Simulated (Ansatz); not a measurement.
Relaxation of Cl$_{2}$HInO (5 atoms, charge 0, multiplicity 1), to a largest force component of 0.02 eV/Å in at most 40 steps.

Method: Ansatz 0.2.0, RKS B3LYP/def2-SVP.

```xyz
5
Properties=species:S:1:pos:R:3:forces:R:3
In 0.000 0.000 0.000 0.13 -0.01 -1.14
O 0.000 0.000 1.990 -1.54 -0.55 0.64
H -0.909 -0.281 2.327 1.55 0.55 -0.56
Cl 2.113 0.000 -1.220 -1.03 0.02 0.58
Cl -2.113 0.000 -1.220 0.88 -0.01 0.47
```

**Question.** Where does it end, and by what steps?

**Answer.** The forces met the threshold. After 4 steps the energy has fallen by 0.159 eV; H3 moved furthest, 0.13 Å.

```csv
step,energy less start (eV),largest force component (eV/Å),accepted
0,0.0000,1.554,yes
1,-0.0878,1.757,yes
2,-0.1426,1.118,yes
3,-0.1588,0.057,yes
4,-0.1589,0.010,yes
```

```xyz
5
Properties=species:S:1:pos:R:3
In -0.008 -0.035 -0.022
O 0.008 -0.126 1.968
H -0.894 -0.153 2.322
Cl 2.022 0.045 -1.179
Cl -2.037 -0.013 -1.212
```

Whether the end is a true minimum wasn't checked by a vibrational analysis.

Time of the run: 30 s on 1 thread of AMD EPYC 7R43 64-Core Processor (Zen 3), on a shared host, peak memory 0.19 GiB.
